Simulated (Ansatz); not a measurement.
Pulling on the Si1–F2 bond in F2H2Si (SMILES F[SiH2]F) (multiplicity 1 held, fragments rigid). Energies count from the point at 1.592 Å.
Geometry at that point (charge 0, multiplicity 1):
```xyz
5

Si     0.224    -0.146     0.361
F     -0.895    -0.951    -0.435
F      0.409     1.268    -0.347
H      1.490    -0.886     0.262
H     -0.250     0.079     1.733
```

Signs of static correlation in cc-pV(T+d)Z, from Ansatz (an electronic-structure program) runs.

```
R (Å)  T1 of restricted CCSD  ⟨S²⟩ of UHF  largest double amplitude of restricted CCSD
-----  ---------------------  -----------  -------------------------------------------
1.273                  0.010        0.000                                        0.022
1.432                  0.010        0.000                                        0.023
1.592                  0.011        0.000                                        0.023
1.751                  0.012        0.000                                        0.025
1.910                  0.013        0.000                                        0.026
2.149                  0.016        0.000                                        0.054
2.387                  0.020        0.000                                        0.087
2.785                  0.033            …                                        0.147
3.183                  0.057        0.952                                        0.241
3.661                      …        0.994                                        0.469
4.297                  0.171        1.005                                        0.964
5.093                  0.208        1.007                                        1.386
```

Q: Complete the blanks.

A: 
- 2.785, ⟨S²⟩ of UHF: 0.812
- 3.661, T1 of restricted CCSD: 0.104

Doubts at one or more of the structures used: a restricted determinant that unrestricted orbitals would lower (R-CCSD(T)/cc-pV(T+d)Z); T1 above 0.05 (R-CCSD(T)/cc-pV(T+d)Z, U-CCSD(T)/cc-pV(T+d)Z); other coupled-cluster roots lie near (R-CCSD(T)/cc-pV(T+d)Z); a spin-contaminated determinant (U-CCSD(T)/cc-pV(T+d)Z).
